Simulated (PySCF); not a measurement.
In(Me)2(NHMe) (C₃H₁₀InN), SMILES C[NH][In]([CH3])[CH3].

The structure is a stationary point at r2SCAN-D4/def2-SVP. The def2 effective core potentials stand for the cores of In; spin–orbit coupling is left out. Other conformers were not sampled.

Two levels are set side by side: PBE/def2-TZVP (PySCF) and r2SCAN/def2-TZVP (PySCF). Same geometry, gas phase. Differences are taken from unrounded values.

```
quantity                     r2SCAN
---------------------------  ------
orbital gap (eV)               4.04
highest occupied level (eV)   -4.90
lowest empty level (eV)       -0.86
dipole moment (D)              0.49
mean polarisability (bohr³)    87.6
```

Question: What does PBE give, and how far is it from r2SCAN? (The exact figures need the calculation; the answer reports its results.)

Answer: 
```
quantity                       PBE  PBE minus r2SCAN
---------------------------  -----  ----------------
orbital gap (eV)              3.58             -0.46
highest occupied level (eV)  -4.70              0.20
lowest empty level (eV)      -1.12             -0.26
dipole moment (D)             0.39             -0.10
mean polarisability (bohr³)   90.0               2.4
```

Rough cost on one machine, each run with all the roots and properties that it gave: r2SCAN against PBE about 4 times.
